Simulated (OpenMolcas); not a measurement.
# O⁺: Slater's ratio, worked from levels

```
Program             : OpenMolcas
Basis               : ANO-R3 [4s4p2d1f]
Scalar Hamiltonian  : X2C, finite nucleus
Active space        : 3 electrons in 3 orbitals (2p)
State averaging     : 2S+1 = 4 odd, 1 root; 2S+1 = 2 odd, 8 roots
Spin-orbit coupling : state interaction with AMFI integrals over the reference wave functions, term energies averaged over their components
```

Methods: CASSCF; SS-CASPT2, IPEA 0.25 Eh, imaginary shift 0.1 Eh (closed shells correlated: 1s 2s). Measured levels: NIST Handbook of Basic Atomic Spectroscopic Data.

**Slater's ratio.** With one set of orbitals, p3 has 2D* - 4S* = 9 F2 and 2P* - 2D* = 6 F2 (F2 = F²/25), a ratio of 2/3. Term energies are centres of gravity, weighted by 2J + 1.

```json
{"Source": "CASSCF", "2D* - 4S*": "30580", "2P* - 4S*": "50642", "F2 from the first": "3398", "Ratio": "0.656"}
{"Source": "SS-CASPT2", "2D* - 4S*": "27476", "2P* - 4S*": "43323", "F2 from the first": "3053", "Ratio": "0.577"}
{"Source": "measured", "2D* - 4S*": "26819", "2P* - 4S*": "40469", "F2 from the first": "2980", "Ratio": "0.509"}
```

Energies in cm-1. A ratio away from 2/3 shows effects beyond one configuration with one set of orbitals, and in heavier atoms second-order spin-orbit shifts.

CASPT2 does not keep the components of a term degenerate, so their means are used; among the terms shown or strongly mixed into the levels shown the widest spread is 140 cm-1 (2s2 2p3 2D*, SS-CASPT2). With the s shell closed, the reference lacks s² → p² mixing. Without dynamic correlation excited terms often stand tens of per cent too high (terms of higher spin than the ground term too low), and those without a measured partner can miss by more than the paired ones (holds for CASSCF). Measured partners are found by configuration, term and J. A level has none where our copy of the source lacks it or the pairing is in doubt (some pairs that miss far off the trend of their configuration count as doubtful), and it then counts in no deviation. Levels of configurations outside the active space are missing.

* marks odd parity.
